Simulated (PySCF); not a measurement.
diarsenic (As2), SMILES [As]#[As].

Geometry optimised at PBE-D3(BJ)/def2-TZVP.

Two levels are set side by side: TDDFT-PBE/def2-TZVPD (PySCF) and TDDFT-ωB97X/def2-TZVPD (PySCF). Vertical, same geometry. The lowest singlet is HOMO−1→LUMO 50 %, HOMO→LUMO+1 50 % with PBE and HOMO−1→LUMO 51 %, HOMO→LUMO+1 51 % with the other functional; states are paired by order. Differences are taken from unrounded values.

```csv
quantity,TDDFT-ωB97X,TDDFT-PBE,TDDFT-PBE minus TDDFT-ωB97X
lowest singlet excitation (eV),2.50,3.07,0.57
lowest triplet excitation (TDA) (eV),1.94,2.16,0.22
first bright state (f over 0.05) (eV),5.32,5.28,-0.03
its oscillator strength,0.22,0.15,-0.07
```

Rough cost on one machine, each run with all the roots and properties that it gave: TDDFT-ωB97X against TDDFT-PBE about 5 times.
